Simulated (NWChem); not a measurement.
# Correlation energy of H₂Sb

```xyz
3

Sb     0.0000     0.0000    -0.0461
H     -1.2234     0.0000     1.1743
H      1.2234     0.0000     1.1743
```
Charge 0, spin multiplicity 2.

Everything below was run with NWChem. Structure: optimised with UB3LYP/def2-SVP with def2 effective core potentials on Sb, a minimum by its harmonic frequencies.

Basis set: def2-SVP. Each correlation energy counts from its own Hartree-Fock reference.

Effective core potentials replace the inner electrons of Sb; spin-orbit coupling is left out. The correlated methods keep 4 core orbitals frozen. The structure started from a generated list of species. The unpaired electrons of the parent sit in orbitals of symmetry b2 (C2v labels of the run); other states weren't searched. The stability of the SCF solutions was not checked. Open-shell Hartree-Fock references start from PBE0 orbitals. No row is a measurement; the coupled-cluster row has its own basis-set and correlation limits.

Problem. Order these methods by the correlation energy they give, lowest first: CCSD(T) on ROHF, CCSD[T] on UHF, SCS-UMP2, UMP2.

Solution. CCSD(T) on ROHF (-138.4 mHa), CCSD[T] on UHF (-134.7 mHa), SCS-UMP2 (-110.6 mHa), UMP2 (-108.4 mHa)
